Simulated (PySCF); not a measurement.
BeHCl, SMILES [BeH][Cl].

Geometry: PBE0-D3(BJ)/def2-TZVPD.

Method: TDA-LC-ωPBE/def2-TZVPD (PySCF).

Vertical excitations; the highest root listed may be one member of a degenerate set. Isolated molecule, no solvent. State labels are in the subgroup C2v.

Estimate the UV-visible absorptions. (An estimate is asked for; the answer gives what the named calculation found.)


```tsv
state	symmetry	energy (eV)	λ (nm)	f	main pairs
S1	B1	7.99	155	0.116	HOMO−2→LUMO, HOMO−2→LUMO+4 (degenerate set)
S2	B2	7.99	155	0.116	HOMO−2→LUMO+1, HOMO−2→LUMO+5 (degenerate set)
S3	A2	8.10	153	0.000	HOMO→LUMO 33 %, HOMO−1→LUMO+1 33 %, HOMO→LUMO+4 11 %, HOMO−1→LUMO+5 11 %
S4	A2	8.15	152	0.000	HOMO−1→LUMO+1, HOMO→LUMO, HOMO−1→LUMO+5, HOMO→LUMO+4 (degenerate set)
S5	A1	8.15	152	0.000	HOMO→LUMO+1, HOMO−1→LUMO, HOMO→LUMO+5, HOMO−1→LUMO+4 (degenerate set)
S6	B1	9.02	137	0.159	HOMO−1→LUMO+2 (degenerate set)
S7	B2	9.02	137	0.159	HOMO→LUMO+2 (degenerate set)
S8	A1	9.27	134	0.165	HOMO→LUMO+1 32 %, HOMO−1→LUMO 32 %, HOMO−2→LUMO+2 8 %, HOMO−1→LUMO+4 8 %
S9	A1	9.87	126	0.633	HOMO−2→LUMO+3 49 %, HOMO−2→LUMO+2 18 %, HOMO−2→LUMO+6 14 %, HOMO−2→LUMO+9 9 %
S10	A1	10.09	123	0.006	HOMO−2→LUMO+2 60 %, HOMO−2→LUMO+3 29 %
T1	B1	6.65	186	0	HOMO−2→LUMO, HOMO−2→LUMO+4 (degenerate set)
T2	B2	6.65	186	0	HOMO−2→LUMO+1, HOMO−2→LUMO+5 (degenerate set)
T3	A1	7.50	165	0	HOMO→LUMO+1 30 %, HOMO−1→LUMO 30 %, HOMO→LUMO+5 11 %, HOMO−1→LUMO+4 11 %
T4	A2	7.78	159	0	HOMO→LUMO 32 %, HOMO−1→LUMO+1 32 %, HOMO−1→LUMO+5 12 %, HOMO→LUMO+4 12 %
```
Triplets are in the Tamm–Dancoff approximation.
